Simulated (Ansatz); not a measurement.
# BFH2NS: structure from calculated spectroscopic constants

These gas-phase data were calculated for one isomer of BFH2NS at B3LYP-D3(BJ)/def2-SVP (harmonic, unscaled wavenumbers; equilibrium rotational constants with average atomic masses):

```
rotational constants            : 9.728, 4.549, 3.099 GHz
all wavenumbers above 1500 cm⁻¹ : 3709, 3600, 1584
dipole moment                   : 2.57 D (PBE0/def2-TZVPD)
```

Candidates:

(1) `NB(F)[S]`, a doublet
(2) `FBN[S]`, a doublet

Assign the data to one candidate and say why.

Candidate (1). No mode falls between 2350 and 2900 cm⁻¹, where the B–H stretch of (2) would stand.

The same quantities for all candidates:

|  | rotational constants (GHz) | wavenumbers above 1500 cm⁻¹ | dipole (D) | E above the lowest, B3LYP-D3(BJ)/def2-SVP (kcal/mol) |
| --- | --- | --- | --- | --- |
| (1) | 9.728, 4.549, 3.099 | 3709, 3600, 1584 | 2.57 | 0.0 |
| (2) | 51.4, 2.521, 2.403 | 3514, 2687 | 0.88 | 25.0 |

Harmonic stretches to hydrogen usually lie a few per cent above observed fundamentals. Each candidate is one conformer. Open shells are spin-unrestricted. Programs: Ansatz 0.2.0.
